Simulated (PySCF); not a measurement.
# ZrN: from constants to spectrum

ROHF-CCSD(T) constants of ZrN, ²Σ⁺ (doublet), unpaired electrons σ ↑ (basis Zr x2c-TZVPPall, N x2c-TZVPPall; spin-free X2C with a Gaussian nucleus; PySCF 2.14; masses 89.9047 and 14.0031 u):

```
ωe                     : 1005.0 cm⁻¹
ωexe                   : 3.71 cm⁻¹
Be                     : 0.47782 cm⁻¹
αe                     : 0.00233 cm⁻¹
De to Zr (4d2 5s2) + N : 5.80 eV
```

(1) What force constant and bond length do these constants imply?

(2) Estimate the centrifugal constant D from the Kratzer relation and find the Dunham coefficient a1.

Correlated steps freeze 15 core orbitals. These are scalar-relativistic numbers at best; spin–orbit coupling would shift them, the dissociation energy most. The state is the lowest single determinant that the PBE0 search found; with open d or f shells the true ground state can be another one.

Results:

(1) Reduced mass μred = 12.116 u; k = 5.8918×10⁻⁷·μred·ωe² (u, cm⁻¹, mdyn/Å) = 7.21 mdyn/Å; Re = √(16.8576/(μred·Be)) (u, cm⁻¹, Å) = 1.706 Å.

(2) D = 4Be³/ωe² = 4.32e-07 cm⁻¹; a1 = −1 − αeωe/(6Be²) = -2.71.
